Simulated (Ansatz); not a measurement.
`C=N[SiH2][TeH]` + `NCS` → `N[SiH2][TeH]` + `C=NCS`  (formal exchange of groups at the Si–N bond)

Gas-phase electronic energies from Ansatz, PBE0-D4/def2-TZVP geometries. CCSD(T)/CBS adds triple-zeta CCSD(T) − MP2 to the extrapolated MP2 energy (def2 sets, frozen cores). Functionals use def2-TZVPP. Elements past krypton have def2 core potentials. For Te outer-core shells are correlated without core-valence functions, which leaves a few kJ/mol of doubt a bond. Each species was taken in one conformer, which may not be the lowest.

| level | ΔE (kJ/mol) |
| --- | --- |
| PBE-D4 | -31.0 |
| B2PLYP | -33.6 |
| PBE | -32.3 |
| PBE0 | -32.7 |
| CCSD/def2-TZVPP | -33.8 |
| CCSD(T)/def2-TZVPP | -33.6 |
| MP2/def2-QZVPP | -34.3 |
| MP2/CBS(def2) | -33.8 |

Q: What does CCSD(T)/CBS give? (Estimate.)

A: The calculation gave: -32.5 kJ/mol. The listed levels differ from it by 1.5, -1.1, 0.2, -0.2, -1.3, -1.1, -1.8, -1.3 kJ/mol.

Largest T1 diagnostic among the species: 0.013.
